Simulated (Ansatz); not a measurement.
Ansatz (a first-principles code) input (CCSD(T)/aug-cc-pV(D+d)Z): A basis named .json is the Basis Set Exchange file of that set (core-valence sets with the plain set on hydrogen).

Ansatz 0.2 input:
```yaml
crystal:
  periodic: [false, false, false]
  atoms:
    - {symbol: Cl, position_ang: [0.88672093, -0.05110406, 0.13967274]}
    - {symbol: H, position_ang: [-0.23085986, 0.03659017, 0.76522892]}
basis:
  gaussian:
    orbitals: aug-cc-pV_D+d_Z.json
    ghost_atoms:
      - {symbol: Cl, position_ang: [-0.64909936, -3.05955884, -1.48352688]}
      - {symbol: H, position_ang: [0.05870585, -2.07314117, -1.05290875]}
magnetization: {spin_polarized: false}
correlation: {method: ccsd_t, electrons: outside_noble_gas}
```

Output:

```
Functional definition: HF
integrals: 0.06 GiB planned
655 factors; integrals over basis functions are off by at most 4.4e-4 eV
mean field: 0.15 GiB planned
mean field evaluation 1: about -12519.4194 eV, gradient 1.0e1 eV
mean field evaluation 2: about -12519.4196 eV, gradient 1.0e1 eV
mean field evaluation 4: about -12519.8133 eV, gradient 1.1e0 eV
mean field evaluation 8: about -12519.8202 eV, gradient 1.6e-5 eV
mean field evaluation 16: about -12519.8195 eV, gradient 3.0e-1 eV
mean field -12519.82017604 eV, -460.0949052305 hartree, gradient 7.0e-6 eV, S^2 0.000000; 0 other end points of the search recorded, 0 dependent functions left out
5 core orbitals not correlated
reference -12519.82017604 eV, -460.0949052305 hartree; 4, 4 occupied and 73, 73 virtual orbitals, 655 factors
second order -4.43912881 eV of doubles, -0.00000000 eV of singles
coupled cluster: 0.19 GiB planned
cycle   1  -4.81779240 eV  change   -3.8e-1 eV  update   3.8e-2
cycle   2  -4.92244947 eV  change   -1.0e-1 eV  update   1.2e-2
cycle   3  -4.93088361 eV  change   -8.4e-3 eV  update   2.8e-3
cycle   4  -4.93068165 eV  change    2.0e-4 eV  update   6.5e-4
cycle   5  -4.93045796 eV  change    2.2e-4 eV  update   1.4e-4
cycle   6  -4.93043421 eV  change    2.4e-5 eV  update   4.1e-5
cycle   7  -4.93043761 eV  change   -3.4e-6 eV  update   1.4e-5
cycle   8  -4.93043873 eV  change   -1.1e-6 eV  update   4.1e-6
perturbative correction -0.12238340 eV, -0.0044975071 hartree
Total energy: -12524.87299818 eV, -460.2805930191 hartree
```
